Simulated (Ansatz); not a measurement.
Reactions of GeH₁₀Si₃ (`[SiH3][SiH2][SiH2][GeH3]`).

Isolated molecules relaxed with PBE0-D4/def2-TZVP in Ansatz; ΔE leaves out vibrations. CCSD(T)/CBS adds triple-zeta CCSD(T) − MP2 to the extrapolated MP2 energy (def2 sets, frozen cores). This one scheme is used for every species. DFT in def2-TZVPP. No spin–orbit coupling; open shells (•) take unrestricted orbitals. For Ge outer-core shells are correlated without core-valence functions, which leaves a few kJ/mol of doubt a bond. Scalar relativity is left out up to krypton. One conformer a species, not always the lowest.

| reaction | HF/CBS(def2) (kJ/mol) | B2PLYP (kJ/mol) | CCSD(T)/CBS(def2) (kJ/mol) |
| --- | --- | --- | --- |
| `[SiH3][SiH2][SiH2][GeH3]` + HCl → `Cl[SiH2][SiH2][GeH3]` + SiH₄ | -107 | -89 | -83 |
| `[SiH3][SiH2][SiH2][GeH3]` → trisilane + `[GeH2]` | 151 | 180 | 195 |
| `[SiH3][SiH2][SiH2][GeH3]` → `[SiH2][GeH3]`• + `[SiH2][SiH3]`• | 220 | 302 | 326 |
| `[SiH3][SiH2][SiH2][GeH3]` + `N[SiH](F)Cl` → `F[SiH](Cl)[GeH3]` + `N[SiH2][SiH2][SiH3]` | 49 | 50 | 54 |
| `[SiH3][SiH2][SiH2][GeH3]` + H₂S → `[SiH3][SiH2]S` + `[SiH3][GeH3]` | -57 | -44 | -38 |
| `[SiH3][SiH2][SiH2][GeH3]` + NH₃ → `N[SiH2][SiH2][SiH3]` + GeH₄ | -37 | -19 | -10 |
| `[SiH3][SiH2][SiH2][GeH3]` + `BS` → `BS[SiH2][SiH2][SiH3]` + GeH₄ | -31 | -26 | -29 |
| `[SiH3][SiH2][SiH2][GeH3]` + `OBS` → `OB(S)[SiH2][SiH3]` + `[SiH3][GeH3]` | 25 | 25 | 28 |
| `[SiH3][SiH2][SiH2][GeH3]` + `BO` → `BO[SiH2][GeH3]` + disilane | -94 | -68 | -60 |
| `[SiH3][SiH2][SiH2][GeH3]` + H₂ → trisilane + GeH₄ | -32 | -5 | 6 |

Largest T1 diagnostic: 0.015, for `[SiH2][SiH3]`•.
